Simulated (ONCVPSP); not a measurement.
Before and after: ONCV potential for Ga

- Element: Ga (Z = 31)
- Generator: ONCVPSP 4.0.1
- Type: optimised norm-conserving Vanderbilt (ONCV)
- Functional: PBE
- Relativity: scalar-relativistic
- Frozen core: [Ar]
- Valence charge: 13
- Reference configuration: 3d10 4s2 4p1
- Partial waves: 4s: rc 1.95 bohr, ncon 4, nbas 7, qcut 3.8 1/bohr, 1 projector; 4p: rc 1.90 bohr, ncon 4, nbas 8, qcut 3.7 1/bohr, 2 projectors, debl 3.1 Ha; 3d: rc 0.95 bohr, ncon 4, nbas 9, qcut 16.3 1/bohr, 2 projectors, debl 1.3 Ha
- Local potential: polynomial inside 0.90 bohr (lpopt 5, dvloc0 0 Ha)
- Core correction: polynomial model core, fcfact 0.6

Change: all radii but the core radius scaled by about 1.16 (s 2.26, p 2.20, d 1.10 bohr); local potential polynomial inside 1.04 bohr (lpopt 5, dvloc0 0 Ha).

Cutoffs: the cutoffs (Ha) at which the residual kinetic energy of the hardest occupied pseudo-wave falls to 1 and 0.1 mHa per electron; they do not see the model core or the augmentation charge, which bear on the density cutoff. Errors are all-electron minus pseudo energies relative to the spin-unpolarised reference configuration.

Question: What does the change do?

Answer: The potential gets softer (107 Ha and 120 Ha → 96 Ha and 108 Ha); both files keep a bound ghost (s); of the 3 tests that both files solve, the error grows in 2 and shrinks in 0 by more than 15 % and 0.3 meV (median size 11.1 → 19.4 meV). A larger radius leaves more room for a smooth pseudo-wave, so fewer plane waves are needed.

| quantity | base | changed |
| --- | --- | --- |
| cutoff, loose | 107 Ha | 96 Ha |
| cutoff, tight | 120 Ha | 108 Ha |
| loose cutoff by channel | s 7.1 Ha, p 4.7 Ha, d 107 Ha | s 6.0 Ha, p 3.0 Ha, d 96 Ha |
| bound ghosts | s | s |
| GHOST(+) flags under 300 eV | p at 111.6 eV | p at 140.6 eV |
| tests with a reliable result | 3 of 4 | 3 of 4 |
| error for 3d10 4s2 4p0, meV [ΔE 5.69 eV] | -1.3 | -1.5 |
| error for 3d10 4s1 4p0, meV [ΔE 26.82 eV] | -16 | -20 |
| error for 3d10 4s0 4p3, meV [ΔE 13.37 eV] | -11 | -19 |
| rms error of d²Exc/dni dnj with the model core, mHa | 1.17 | 1.06 |

 A true bound ghost makes a file unfit for plane-wave use even where its test errors are small: the radial tests pick states by their node count and pass the ghost by.
